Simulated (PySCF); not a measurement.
PySCF job for Zn(Cl)(OH) (ClHOZn), SMILES [OH][Zn][Cl], TDA-CAM-B3LYP/def2-SVPD. Geometry: B3LYP-D3(BJ)/def2-TZVP. The values are those of a single conformer.

```python
import numpy as np
from pyscf import gto, scf, dft, tdscf

mol = gto.M(
    atom='''
    Zn    0.00714412    0.34363540    0.00000000
    Cl   -0.00061351   -1.75456922    0.00000000
    O    -0.11598624    2.11661439    0.00000000
    H     0.72399615    2.58569955    0.00000000
    ''',
    basis='def2-SVPD',
    charge=0,
    spin=0,
    symmetry=True,
    max_memory=1600,
    verbose=4,
)
mf = dft.RKS(mol, xc='cam-b3lyp').density_fit(auxbasis='def2-universal-jkfit')
mf.grids.level = 3
mf.conv_tol = 1e-9
mf.max_cycle = 100
mf.kernel()
mf.grids = dft.Grids(mol).set(level=1).build(with_non0tab=True)  # coarser grid for the response kernel
td = tdscf.TDA(mf)
td.singlet = True
td.nstates = 10
td.conv_tol = 1e-4
td.kernel(x0=td.get_init_guess(mf, 15))
td.analyze()
tt = tdscf.TDA(mf)
tt.singlet = False
tt.nstates = 4
tt.conv_tol = 1e-4
tt.kernel(x0=tt.get_init_guess(mf, 9))
tt.analyze(verbose=3)
```

It prints:

```
PySCF version 2.14.0

[INPUT] verbose = 4
[INPUT] num. atoms = 4
[INPUT] num. electrons = 56
[INPUT] charge = 0
[INPUT] spin (= nelec alpha-beta = 2S) = 0
[INPUT] symmetry True subgroup None
[INPUT] Mole.unit = angstrom
[INPUT] Symbol           X                Y                Z      unit          X                Y                Z       unit  Magmom
[INPUT]  1 Zn     0.007144120000   0.343635400000   0.000000000000 AA    0.013500430201   0.649376792705   0.000000000000 Bohr   0.0
[INPUT]  2 Cl    -0.000613510000  -1.754569220000   0.000000000000 AA   -0.001159365875  -3.315655292392   0.000000000000 Bohr   0.0
[INPUT]  3 O     -0.115986240000   2.116614390000   0.000000000000 AA   -0.219182227818   3.999821508413   0.000000000000 Bohr   0.0
[INPUT]  4 H      0.723996150000   2.585699550000   0.000000000000 AA    1.368154438740   4.886263989911   0.000000000000 Bohr   0.0

nuclear repulsion = 231.855152210599
point group symmetry = Cs
symmetry origin: [ 5.39921749e-09 -2.36215764e-09  0.00000000e+00]
symmetry axis x: [ 1.00000000e+00 -1.18871525e-09  0.00000000e+00]
symmetry axis y: [1.18871525e-09 1.00000000e+00 0.00000000e+00]
symmetry axis z: [0. 0. 1.]
num. orbitals of irrep A' = 64
num. orbitals of irrep A" = 28
number of shells = 36
number of NR pGTOs = 164
number of NR cGTOs = 92
basis = def2-SVPD
ecp = {}


[settings echo left out]
init E= -2314.81788658547
HOMO (A") = -0.40115842955011  LUMO (A') = -0.0977797069390363  gap/eV = 8.25536
cycle= 1 E= -2315.0044611476  delta_E= -0.187  |g|= 0.907  |ddm|= 2.33
HOMO (A") = -0.217125660383181  LUMO (A') = -0.0258255715819891  gap/eV = 5.20554
cycle= 2 E= -2314.75144320097  delta_E= 0.253  |g|=  1.5  |ddm|= 1.98
HOMO (A") = -0.369862193464896  LUMO (A') = -0.0379110942034959  gap/eV = 9.03285
cycle= 3 E= -2315.15524523911  delta_E= -0.404  |g|= 0.135  |ddm|= 1.23
HOMO (A") = -0.371278371485699  LUMO (A') = -0.0292256245254139  gap/eV = 9.30773
cycle= 4 E= -2315.15853717979  delta_E= -0.00329  |g|= 0.0617  |ddm|= 0.164
HOMO (A") = -0.375187620755837  LUMO (A') = -0.0292383463103247  gap/eV = 9.41376
cycle= 5 E= -2315.15909224059  delta_E= -0.000555  |g|= 0.0117  |ddm|= 0.0421
HOMO (A") = -0.374511733316332  LUMO (A') = -0.0288833806732827  gap/eV = 9.40503
cycle= 6 E= -2315.15912086135  delta_E= -2.86e-05  |g|= 0.0028  |ddm|= 0.0136
HOMO (A") = -0.374945139965004  LUMO (A') = -0.0289658304678451  gap/eV = 9.41458
cycle= 7 E= -2315.1591235557  delta_E= -2.69e-06  |g|= 0.000511  |ddm|= 0.0052
HOMO (A") = -0.37492932236172  LUMO (A') = -0.0289693515738412  gap/eV = 9.41405
cycle= 8 E= -2315.15912372592  delta_E= -1.7e-07  |g|= 0.000144  |ddm|= 0.00136
HOMO (A") = -0.374920917677596  LUMO (A') = -0.0289810468163916  gap/eV = 9.41350
cycle= 9 E= -2315.15912373652  delta_E= -1.06e-08  |g|= 3.75e-05  |ddm|= 0.000321
HOMO (A") = -0.374914906901306  LUMO (A') = -0.0289790731425672  gap/eV = 9.41339
cycle= 10 E= -2315.15912373713  delta_E= -6.12e-10  |g|= 7.64e-06  |ddm|= 7.37e-05
HOMO (A") = -0.37491622391  LUMO (A') = -0.028979740300688  gap/eV = 9.41341
Extra cycle  E= -2315.15912373716  delta_E= -3.14e-11  |g|= 5.73e-06  |ddm|= 1.69e-05
converged SCF energy = -2315.15912373716
tot grids = 21408


******** <class 'pyscf.tdscf.rks.TDA'> for <class 'pyscf.df.df_jk.DFSymAdaptedRKS'> ********
nstates = 10 singlet
deg_eia_thresh = 1.000e-03
wfnsym = None
conv_tol = 0.0001
eigh lindep = 1e-12
eigh level_shift = 0
eigh max_cycle = 100


Excitation energies (eV)
[5.68129871 6.3337217  6.53995757 6.86698066 7.23272103 7.69820799
 7.88258481 7.90035764 7.92740874 8.16280439]

** Singlet excitation energies and oscillator strengths **
Excited State   1:   A"      5.68130 eV    218.23 nm  f=0.0106
      26 -> 29       -0.12759
      28 -> 29       -0.68064
Excited State   2:   A'      6.33372 eV    195.75 nm  f=0.0244
      27 -> 29       -0.68213
Excited State   3:   A"      6.53996 eV    189.58 nm  f=0.0666
      26 -> 29       -0.67241
      28 -> 29        0.12528
Excited State   4:   A'      6.86698 eV    180.55 nm  f=0.0994
      25 -> 29        0.62148
      28 -> 31        0.26933
Excited State   5:   A"      7.23272 eV    171.42 nm  f=0.0002
      28 -> 30        0.68748
Excited State   6:   A'      7.69821 eV    161.06 nm  f=0.0148
      25 -> 29       -0.11482
      25 -> 30        0.13680
      26 -> 31       -0.10347
      27 -> 30        0.51308
      28 -> 31        0.41513
Excited State   7:   A"      7.88258 eV    157.29 nm  f=0.0003
      26 -> 30       -0.33728
      27 -> 31        0.60567
Excited State   8:   A'      7.90036 eV    156.93 nm  f=0.0115
      24 -> 29       -0.50336
      25 -> 30       -0.13428
      25 -> 32        0.10211
      26 -> 31        0.14925
      27 -> 30        0.28731
      28 -> 31       -0.29492
Excited State   9:   A"      7.92741 eV    156.40 nm  f=0.0032
      26 -> 30       -0.59911
      27 -> 31       -0.33928
Excited State  10:   A'      8.16280 eV    151.89 nm  f=0.0169
      25 -> 30       -0.50644
      26 -> 31       -0.45380

** Transition electric dipole moments (AU) **
state          X           Y           Z        Dip. S.      Osc.
  1        -0.0000     -0.0000     -0.2754      0.0758      0.0106
  2        -0.3096     -0.2480     -0.0000      0.1574      0.0244
  3        -0.0000     -0.0000     -0.6449      0.4160      0.0666
  4        -0.4697      0.6083      0.0000      0.5906      0.0994
  5         0.0000     -0.0000     -0.0373      0.0014      0.0002
  6        -0.0620     -0.2727      0.0000      0.0782      0.0148
  7        -0.0000      0.0000     -0.0373      0.0014      0.0003
  8        -0.2368      0.0573     -0.0000      0.0593      0.0115
  9         0.0000     -0.0000      0.1285      0.0165      0.0032
 10         0.0983      0.2734     -0.0000      0.0844      0.0169

** Transition velocity dipole moments (imaginary part, AU) **
state          X           Y           Z        Dip. S.      Osc.
  1        -0.0000      0.0000     -0.0418      0.0017      0.0056
  2        -0.0750     -0.0417     -0.0000      0.0074      0.0211
  3        -0.0000     -0.0000     -0.1415      0.0200      0.0555
  4        -0.0949      0.1364      0.0000      0.0276      0.0729
  5         0.0000     -0.0000     -0.0150      0.0002      0.0006
  6        -0.0045     -0.0648      0.0000      0.0042      0.0099
  7        -0.0000      0.0000      0.0037      0.0000      0.0000
  8        -0.0498     -0.0224     -0.0000      0.0030      0.0069
  9         0.0000     -0.0000      0.0275      0.0008      0.0017
 10        -0.0004      0.0717     -0.0000      0.0051      0.0114

** Transition magnetic dipole moments (imaginary part, AU) **
state          X           Y           Z
  1         0.5606     -0.0467     -0.0000
  2        -0.0000     -0.0000      0.5098
  3        -0.1683     -0.0252     -0.0000
  4        -0.0000     -0.0000     -0.2133
  5         0.1785     -0.0877      0.0000
  6        -0.0000     -0.0000     -0.0568
  7         0.1684      0.0312      0.0000
  8        -0.0000      0.0000     -0.0303
  9        -0.1079      0.0235     -0.0000
 10        -0.0000      0.0000      0.3594


******** <class 'pyscf.tdscf.rks.TDA'> for <class 'pyscf.df.df_jk.DFSymAdaptedRKS'> ********
nstates = 4 triplet
deg_eia_thresh = 1.000e-03
wfnsym = None
conv_tol = 0.0001
eigh lindep = 1e-12
eigh level_shift = 0
eigh max_cycle = 100


Excitation energies (eV)
[5.2530339  5.83912465 6.11248399 6.11308538]

** Triplet excitation energies and oscillator strengths **
Excited State   1:   A"      5.25303 eV    236.02 nm  f=0.0000
Excited State   2:   A'      5.83912 eV    212.33 nm  f=0.0000
Excited State   3:   A"      6.11248 eV    202.84 nm  f=0.0000
Excited State   4:   A'      6.11309 eV    202.82 nm  f=0.0000
```

The run converged.

Cost: roughly 40 core-seconds.
